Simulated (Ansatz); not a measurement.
Reaction (ligand exchange at the Sn–C bond): `C[CH2][SnH2][F]` + `N=C=O` → `O=C=[N][SnH2][F]` + `CC`

Isolated molecules relaxed with PBE0-D4/def2-TZVP in Ansatz; ΔE leaves out vibrations. CCSD(T)/CBS is the MP2 limit (def2-TZVPP, def2-QZVPP) plus CCSD(T) − MP2 in def2-TZVPP, frozen cores. This one scheme is used for every species. DFT in def2-TZVPP. Elements past krypton have def2 core potentials. For Sn outer-core shells are correlated without core-valence functions, which leaves a few kJ/mol of doubt a bond. One conformer a species, not always the lowest.

CCSD(T)/CBS gives -66.9 kJ/mol.

(1) Another level gave -67.1 kJ/mol. Which?
A. HF/def2-TZVPP
B. CAM-B3LYP/def2-TZVPP
C. revPBE/def2-TZVPP
D. BLYP/def2-TZVPP

Largest T1 diagnostic among the species: 0.018.

Answers

(1) D. BLYP -67.1, CAM-B3LYP -73.1, revPBE -62.2, HF/def2-TZVPP -94.2 kJ/mol.

In def2-TZVPP, CCSD(T) changes the Hartree–Fock value by +25.5 kJ/mol (the triples alone add +2.5 kJ/mol) and MP2 by +25.2 kJ/mol. From BLYP to BHLYP (50 % exact exchange), in def2-TZVPP and without D4, ΔE moves by −11.7 kJ/mol. At CCSD(T), def2-SVP lies −8.8 kJ/mol from the extrapolated value and def2-TZVPP −1.8 kJ/mol.
